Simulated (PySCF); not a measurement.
Ionisation energy of Ir⁵⁶⁺ by level of theory

Ir⁵⁶⁺ [Ar] 3d3 (4F) → Ir⁵⁷⁺ [Ar] 3d2 (3F), as a difference of total energies. Calculation: PySCF 2.14, in an even-tempered Gaussian basis (17 s from 14 bohr⁻², ratio 2.5; 13 p from 18 bohr⁻², ratio 2.5; 7 d from 18 bohr⁻², ratio 2.5; 4 f from 67 bohr⁻², ratio 2.7; 3 g from 100 bohr⁻², ratio 2.7); scalar relativity by spin-free X2C-1e. Correlated levels: outer shells: [Ne] frozen; virtual orbitals above 40 to 60 times the deepest correlated orbital energy dropped. The calculations carry no spin-orbit coupling.

```
                method  ionisation energy (eV)
                   UHF                  5571.3
                   LDA                  5569.5
                   PBE                  5569.8
                  PBE0                  5570.6
                r2SCAN                  5572.4
                revPBE                  5569.8
               r2SCANh                  5572.5
    MP2 (outer shells)                  5571.2
SCS-MP2 (outer shells)                  5570.9
```

Spin-orbit coupling is strong in these open shells (close to jj coupling). The scalar numbers leave it out and a first-order estimate fails, so it can dominate the gap to the real levels.

Breit and QED terms and the two-electron picture change are absent.

For comparison: 5609 ± 5 eV (theoretical estimate listed by NIST; NIST Atomic Spectra Database, ionization energies).
